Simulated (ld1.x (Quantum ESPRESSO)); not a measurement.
Configuration tests for krypton (Kr) (TM)

* Element: krypton
* Generator: ld1.x (Quantum ESPRESSO) 7.5
* Type: norm-conserving Troullier–Martins (Kleinman–Bylander form)
* Functional: PBE
* Relativity: scalar-relativistic
* Frozen core: [Ar]
* Valence charge: 18
* Reference configuration: 3d10 4s2 4p4 (charge +2)
* Partial waves: 4s (bound): rc 1.10 bohr; 4p (bound): rc 1.65 bohr; 3d (bound): rc 0.65 bohr
* Local potential: the d channel
* Core correction: none

Energies are relative to the spin-unpolarised reference configuration 3d10 4s2 4p4; without spin polarisation the order of configurations can differ from experiment. Not all tests gave a result: 1 of 7 tests not solved or not reliable. Left out of the table: 3d9 4s2 4p6 (solver errors, printed error -3983 eV).

**Question.** Give the all-electron excitation energy and the error of the potential for: 3d10 4s2 4p6; 3d10 4s2 4p5; 3d10 4s2 4p3; 3d10 4s1 4p6; 3d10 4s2 4p2; 3d10 4s2 4p5.5.

**Answer.**

```csv
valence configuration,charge,ΔE all-electron (eV),error AE − PS (meV)
3d10 4s2 4p6,0,-39.464,+34
3d10 4s2 4p5,+1,-25.175,+14
3d10 4s2 4p3,+3,37.074,+8.5
3d10 4s1 4p6,+1,-10.667,+1.2
3d10 4s2 4p2,+4,86.884,+62
3d10 4s2 4p5.5,+0.5,-33.608,+24
```

Levels in the configuration 3d10 4s2 4p5.5:

| level | all-electron (eV) | pseudo (eV) |
| --- | --- | --- |
| 3d | -87.126 | -87.466 |
| 4s | -28.349 | -28.384 |
| 4p | -14.238 | -14.256 |

A Bessel basis up to 400 Ry misses an occupied level by 0.03 Ry, so cutoffs were not judged. Note: ghost states, extra bound levels that the all-electron valence spectrum of the same l lacks: s at -952.9 eV, p at -530.1 eV (other channels not judged).
